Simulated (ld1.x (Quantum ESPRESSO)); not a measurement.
# Pseudopotential generation for As: ultrasoft, PBEsol, scalar-relativistic.

arsenic (As), ultrasoft, made with ld1.x (Quantum ESPRESSO) 7.5 (PBEsol, scalar-relativistic). Core [Ar] 3d10, reference 4s1.75 4p3.25. Waves: 4s (bound): rcut 1.30, rcutus 1.70 bohr; 4s channel at 2.65 Ry: rcut 1.30, rcutus 1.70 bohr; 4p (bound): rcut 1.55, rcutus 1.85 bohr; 4p channel at 3.6 Ry: rcut 1.55, rcutus 1.85 bohr; 4d channel at 0.5 Ry: rcut 1.15, rcutus 1.60 bohr; 4d channel at 1.15 Ry: rcut 1.15, rcutus 1.60 bohr. Local part: all-electron potential smoothed inside 1.30 bohr (lloc = -1). Core correction: Bessel-smoothed model core inside 1.00 bohr. Augmentation charge: PSQ, radius 1.20 bohr.

All-electron outer shells of the reference configuration (PBEsol, scalar-relativistic, ld1.x):

| shell | level (eV) | outermost node (bohr) | outermost maximum (bohr) |
| --- | --- | --- | --- |
| 3p | -133.90 | 0.22 | 0.52 |
| 3d | -41.06 | – | 0.47 |
| 4s | -14.73 | 0.73 | 1.61 |
| 4p | -5.36 | 0.78 | 1.97 |

(1) Estimate the cutoffs (Ry, on a coarse ladder) from which the occupation-weighted sum of valence levels, in a spherical-Bessel basis at the reference potential, stays within 10 and 1 mRy of its value at 400 Ry.

(2) Does the potential have ghost states?

(3) Is the overlap operator S = 1 + Σ q|β⟩⟨β| positive definite (Bessel basis up to 400 Ry)?

(4) Which valence shell sets the plane-wave cutoff?

(5) Tests: 4s2 4p3; 4s2 4p2; 4s2 4p1; 4s2 4p3.3; 4s2 4p0; 4s1 4p3; 4s0 4p5. Which has the largest error in its energy relative to the reference configuration, and how large is it?

## Answers

(1) 10 Ry and 21 Ry.

(2) Ghost state, extra bound levels that the all-electron valence spectrum of the same l lacks: d at -38.1 eV. A true bound ghost makes a file unfit for plane-wave use.

(3) Yes: its lowest eigenvalue is 0.40 (s channel).

(4) 4s: its level needs 15 Ry to come within 1 mRy, against 10 Ry for 4p.

(5) 4s2 4p0, with -130 meV (all-electron minus pseudo) on +52.49 eV.
